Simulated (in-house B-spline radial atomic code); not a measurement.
Configurations of Tm II (Tm+), with energies counted from [Xe] 4f13 6s1. Computed with a radial B-spline atomic code at the basis-set limit: Dirac-Hartree-Fock, average of configuration, Fermi nucleus of rms radius 5.2256 fm. Energies include first-order Breit, QED and recoil terms.

Occupations are held fixed; configurations that lie above the ionisation limit could autoionise.

```tsv
configuration	E - E(ref) (eV)	highest orbital	its <r> (bohr)
[Xe] 4f13 8s1	8.1407	8s1/2	13.68
[Xe] 4f13 6g1	9.6309	6g7/2	22
[Xe] 4f13 7g1	10.032	7g7/2	31.75
[Xe] 4f12 5g1 6s1	10.464	5g7/2	13.73
[Xe] 4f13 9g1	10.471	9g7/2	55.74
[Xe] 4f12 6s1 10p1	11.389	10p3/2	32.39
[Kr] 4d10 4f13 5s2 5p5 6s1 6d1	33.819	6d5/2	7.638
[Kr] 4d10 4f13 5s2 5p5 6s1 9g1	37.718	9g7/2	55.67
[Kr] 4d9 4f13 5s2 5p6 5g1 6s1	191.86	5g9/2	13.73
```

(1) Order these further configurations by energy, lowest first.
A. [Kr] 4d9 4f13 5s2 5p6 6s1 8g1
B. [Xe] 4f12 6s1 9g1
C. [Xe] 4f12 6s1 7g1
D. [Kr] 4d10 4f13 5s2 5p5 6s1 7d1
E. [Xe] 4f13 10p1

(2) How far above the reference does [Xe] 4f13 10d1 lie?

(3) How far above the reference does [Xe] 4f12 5d1 6s1 lie?

(4) How far above the reference does [Kr] 4d10 4f13 5s2 5p5 6s1 10d1 lie?

Results:

(1) E (9.9259 eV), C (11.53 eV), B (11.97 eV), D (35.674 eV), A (193.19 eV).

(2) 10.202 eV; its least bound orbital is 10d5/2 with <r> = 42 bohr.

(3) 1.2789 eV; its least bound orbital is 5d5/2 with <r> = 2.502 bohr.

(4) 37.422 eV; its least bound orbital is 10d5/2 with <r> = 40.81 bohr.
